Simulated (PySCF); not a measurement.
PySCF input file for Al(F)(H)(SeH) (AlFH2Se), SMILES [F][AlH][SeH], ADC(2)/aug-cc-pVDZ. Coordinates come from a B3LYP-D3(BJ)/def2-TZVP optimisation. The values are those of a single conformer.

```python
import numpy as np
from pyscf import gto, scf, dft, adc

mol = gto.M(
    atom='''
    Al   -0.53925922   -1.16308139    0.00000000
    F     0.68245724   -2.27532672   -0.00000000
    H    -2.02542224   -1.64976111   -0.00000001
    Se    0.12286061    1.05168929   -0.00000000
    H    -1.28358383    1.49032364    0.00000000
    ''',
    basis='aug-cc-pVDZ',
    charge=0,
    spin=0,
    max_memory=1600,
    verbose=4,
)
mf = scf.RHF(mol)
mf.conv_tol = 1e-10
mf.max_cycle = 100
mf.kernel()
res = {}
for kind, nroots in (('ee', 6), ('ip', 6), ('ea', 2)):
    a = adc.ADC(mf).density_fit('aug-cc-pvdz-ri')
    a.method, a.method_type = 'adc(2)', kind
    e, v, p, x = a.kernel(nroots=nroots)
    res[kind] = (e * 27.211386245988, p)
for kind, (e, p) in res.items():
    print(kind, 'energies / eV', np.round(e, 3), 'strengths', np.round(p, 4))
```

Log of the run:

```
PySCF version 2.14.0

[INPUT] verbose = 4
[INPUT] num. atoms = 5
[INPUT] num. electrons = 58
[INPUT] charge = 0
[INPUT] spin (= nelec alpha-beta = 2S) = 0
[INPUT] symmetry False subgroup None
[INPUT] Mole.unit = angstrom
[INPUT] Symbol           X                Y                Z      unit          X                Y                Z       unit  Magmom
[INPUT]  1 Al    -0.539259220000  -1.163081390000   0.000000000000 AA   -1.019052235947  -2.197905287678   0.000000000000 Bohr   0.0
[INPUT]  2 F      0.682457240000  -2.275326720000   0.000000000000 AA    1.289657275327  -4.299744344705   0.000000000000 Bohr   0.0
[INPUT]  3 H     -2.025422240000  -1.649761110000  -0.000000010000 AA   -3.827493320203  -3.117596668858  -0.000000018897 Bohr   0.0
[INPUT]  4 Se     0.122860610000   1.051689290000   0.000000000000 AA    0.232172904397   1.987404726238   0.000000000000 Bohr   0.0
[INPUT]  5 H     -1.283583830000   1.490323640000   0.000000000000 AA   -2.425621896620   2.816303516565   0.000000000000 Bohr   0.0

nuclear repulsion = 213.972558140749
number of shells = 35
number of NR pGTOs = 193
number of NR cGTOs = 104
basis = aug-cc-pVDZ
ecp = {}


******** <class 'pyscf.scf.hf.RHF'> ********
method = RHF
initial guess = minao
damping factor = 0
level_shift factor = 0
DIIS = <class 'pyscf.scf.diis.CDIIS'>
diis_start_cycle = 1
diis_space = 8
diis_damp = 0
SCF conv_tol = 1e-10
SCF conv_tol_grad = None
SCF max_cycles = 100
direct_scf = True
direct_scf_tol = 1e-13
Set gradient conv threshold to 1e-05
Initial guess from minao.
init E= -2741.42851040781
  HOMO = -0.311829805989453  LUMO = 0.00293556127771488  gap/eV = 8.56520
cycle= 1 E= -2742.39709410676  delta_E= -0.969  |g|= 0.528  |ddm|= 1.62
  HOMO = -0.372045959034942  LUMO = 0.0187086382655116  gap/eV = 10.63297
cycle= 2 E= -2742.44922722088  delta_E= -0.0521  |g|= 0.338  |ddm|= 0.617
  HOMO = -0.374070319529388  LUMO = 0.0255575384820348  gap/eV = 10.87443
cycle= 3 E= -2742.46856802622  delta_E= -0.0193  |g|= 0.0383  |ddm|= 0.19
  HOMO = -0.372781326759387  LUMO = 0.0278029455838543  gap/eV = 10.90045
cycle= 4 E= -2742.46936524473  delta_E= -0.000797  |g|= 0.0107  |ddm|= 0.0743
  HOMO = -0.371250610326793  LUMO = 0.0273562910141504  gap/eV = 10.84665
cycle= 5 E= -2742.46943572187  delta_E= -7.05e-05  |g|= 0.00277  |ddm|= 0.0196
  HOMO = -0.371744147854444  LUMO = 0.0273223641393047  gap/eV = 10.85915
cycle= 6 E= -2742.46944164169  delta_E= -5.92e-06  |g|= 0.00078  |ddm|= 0.0058
  HOMO = -0.37162408162262  LUMO = 0.0273248654046922  gap/eV = 10.85595
cycle= 7 E= -2742.46944224101  delta_E= -5.99e-07  |g|= 0.000205  |ddm|= 0.00181
  HOMO = -0.371649844241312  LUMO = 0.0273259022791453  gap/eV = 10.85668
cycle= 8 E= -2742.46944228361  delta_E= -4.26e-08  |g|= 3.61e-05  |ddm|= 0.000598
  HOMO = -0.371644353071567  LUMO = 0.0273266150669841  gap/eV = 10.85655
cycle= 9 E= -2742.46944228497  delta_E= -1.36e-09  |g|= 9.61e-06  |ddm|= 8.36e-05
  HOMO = -0.371644493410074  LUMO = 0.0273266868755975  gap/eV = 10.85656
cycle= 10 E= -2742.46944228508  delta_E= -1.12e-10  |g|= 2.84e-06  |ddm|= 2.42e-05
  HOMO = -0.371644509257441  LUMO = 0.0273266527261092  gap/eV = 10.85656
cycle= 11 E= -2742.46944228509  delta_E= -8.19e-12  |g|= 7.35e-07  |ddm|= 8.33e-06
  HOMO = -0.371644429314136  LUMO = 0.0273266865161809  gap/eV = 10.85656
Extra cycle  E= -2742.46944228509  delta_E= 3.64e-12  |g|= 3.42e-07  |ddm|= 1.53e-06
converged SCF energy = -2742.46944228509

******** <class 'pyscf.adc.radc.RADC'> ********
******** ADC Orbital Information ********
Number of Frozen Occupied Orbitals: 0
Number of Frozen Virtual Orbitals: 0
Number of Active Occupied Orbitals: 29
Number of Active Virtual Orbitals: 75
*****************************************
******** <class 'pyscf.df.df.DF'> ********
auxbasis = aug-cc-pvdz-ri
Reference correlation energy (doubles): -0.43721354
MP2 correlation energy of reference state (a.u.) = -0.43721354

******** <class 'pyscf.adc.radc_ee.RADCEE'> ********
max_space = 12
max_cycle = 50
conv_tol = 1e-08

*************************************************************
        ADC calculation summary (singlet states only)
*************************************************************
adc(2) root 0  |  Energy (Eh) =   0.2150136115  |  Energy (eV) =   5.85081838  |  Osc. strength = 0.06908198  |  conv = True
adc(2) root 1  |  Energy (Eh) =   0.2173917320  |  Energy (eV) =   5.91553034  |  Osc. strength = 0.10285707  |  conv = True
adc(2) root 2  |  Energy (Eh) =   0.2275937049  |  Energy (eV) =   6.19314016  |  Osc. strength = 0.05466267  |  conv = True
adc(2) root 3  |  Energy (Eh) =   0.2416936257  |  Energy (eV) =   6.57681855  |  Osc. strength = 0.00704208  |  conv = True
adc(2) root 4  |  Energy (Eh) =   0.2611010419  |  Energy (eV) =   7.10492124  |  Osc. strength = 0.00265537  |  conv = True
adc(2) root 5  |  Energy (Eh) =   0.2842810561  |  Energy (eV) =   7.73568155  |  Osc. strength = 0.00288913  |  conv = True

******** <class 'pyscf.adc.radc.RADC'> ********
******** ADC Orbital Information ********
Number of Frozen Occupied Orbitals: 0
Number of Frozen Virtual Orbitals: 0
Number of Active Occupied Orbitals: 29
Number of Active Virtual Orbitals: 75
*****************************************
******** <class 'pyscf.df.df.DF'> ********
auxbasis = aug-cc-pvdz-ri
Reference correlation energy (doubles): -0.43721354
MP2 correlation energy of reference state (a.u.) = -0.43721354

******** <class 'pyscf.adc.radc_ip.RADCIP'> ********
max_space = 12
max_cycle = 50
conv_tol = 1e-08

*************************************************************
        ADC calculation summary (doublet states only)
*************************************************************
adc(2) root 0  |  Energy (Eh) =   0.3526107525  |  Energy (eV) =   9.59502730  |  Spec. factor = 1.83609962  |  conv = True
adc(2) root 1  |  Energy (Eh) =   0.3969064836  |  Energy (eV) =  10.80037554  |  Spec. factor = 1.83123378  |  conv = True
adc(2) root 2  |  Energy (Eh) =   0.4749863933  |  Energy (eV) =  12.92503810  |  Spec. factor = 1.77400590  |  conv = True
adc(2) root 3  |  Energy (Eh) =   0.4870222194  |  Energy (eV) =  13.25254961  |  Spec. factor = 1.80094029  |  conv = True
adc(2) root 4  |  Energy (Eh) =   0.4944802210  |  Energy (eV) =  13.45549217  |  Spec. factor = 1.73178635  |  conv = True
adc(2) root 5  |  Energy (Eh) =   0.5101214672  |  Energy (eV) =  13.88111216  |  Spec. factor = 1.77978324  |  conv = True

******** <class 'pyscf.adc.radc.RADC'> ********
******** ADC Orbital Information ********
Number of Frozen Occupied Orbitals: 0
Number of Frozen Virtual Orbitals: 0
Number of Active Occupied Orbitals: 29
Number of Active Virtual Orbitals: 75
*****************************************
******** <class 'pyscf.df.df.DF'> ********
auxbasis = aug-cc-pvdz-ri
Reference correlation energy (doubles): -0.43721354
MP2 correlation energy of reference state (a.u.) = -0.43721354

******** <class 'pyscf.adc.radc_ea.RADCEA'> ********
max_space = 12
max_cycle = 50
conv_tol = 1e-08

*************************************************************
        ADC calculation summary (doublet states only)
*************************************************************
adc(2) root 0  |  Energy (Eh) =   0.0139147780  |  Energy (eV) =   0.37864040  |  Spec. factor = 1.94390737  |  conv = True
adc(2) root 1  |  Energy (Eh) =   0.0168966148  |  Energy (eV) =   0.45978031  |  Spec. factor = 1.95537571  |  conv = True
ee energies / eV [5.851 5.916 6.193 6.577 7.105 7.736] strengths [0.0691 0.1029 0.0547 0.007  0.0027 0.0029]
ip energies / eV [ 9.595 10.8   12.925 13.253 13.455 13.881] strengths [1.8361 1.8312 1.774  1.8009 1.7318 1.7798]
ea energies / eV [0.379 0.46 ] strengths [1.9439 1.9554]
```

The calculation finished and met its thresholds.

Cost: roughly 10 core-minutes.
